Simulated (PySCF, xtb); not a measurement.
B(OH)2(OEt) (C₂H₇BO₃), SMILES CCOB(O)O. The values are those of a single conformer.

Harmonic wavenumbers (cm⁻¹) from GFN2-xTB in xtb 6.7.1 at its own minimum, in rising order: 46, 109, 177, 241, 361, 386, 419, 467, 507, 579, 776, 835, 914, 928, 975, 1085, 1119, 1153, 1237, 1262, 1318, 1351, 1393, 1463, 1477, 1494, 2914, 2935, 3042, 3047, 3050, 3644, 3654.

Problem. What does PySCF with PBE0-D3(BJ)/def2-SVP give at its own minimum? (An estimate is asked for; the answer gives what the named calculation found.)

Solution. 71, 94, 211, 295, 308, 392, 455, 475, 539, 679, 795, 832, 925, 948, 1016, 1115, 1173, 1199, 1324, 1368, 1412, 1441, 1458, 1474, 1481, 1537, 3058, 3059, 3114, 3158, 3165, 3953, 3964. Paired by order, the mean absolute difference is 69 cm⁻¹ and the zero-point energies are 63.4 and 66.5 kcal/mol.
